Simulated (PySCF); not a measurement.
GeH5Si, SMILES [GeH3][SiH2] (connectivity only; charge and spin as stated), charge +1, multiplicity 1. Heavy atoms are numbered as in [SiH2:1][GeH3:2]. Hydrogens are named by the atom that carries them.

The structure is a stationary point at B3LYP-D3(BJ)/def2-TZVP. The multiplicity is an assumed one; other spin states were not compared. The isomer is the one that the SMILES or the coordinates give; other isomers of the formula were not compared.

All values below come from PBE/pcSseg-2 (PySCF).

GIAO shieldings, no solvent; atoms alike by connectivity are averaged. δ = σ(ref) − σ: ²⁹Si against TMS (σ = 324.1 ppm); ⁷³Ge against GeH4 (σ = 1621.0 ppm); ¹H against TMS (σ = 31.47 ppm), references at their B3LYP-D3(BJ)/def2-TZVP geometries, non-relativistic.

```csv
atoms,nucleus,count,δ (ppm)
Si1 (SiH2),²⁹Si,1,___
Ge2 (GeH3),⁷³Ge,1,96.8
H on Si1,¹H,2,___
H on Ge2,¹H,3,5.55
```

Problem. What belongs in the gaps? (The exact figures need the calculation; the answer reports its results.)

Solution. 
- Si1 (SiH2), δ (ppm): 569.0
- H on Si1, δ (ppm): 10.72
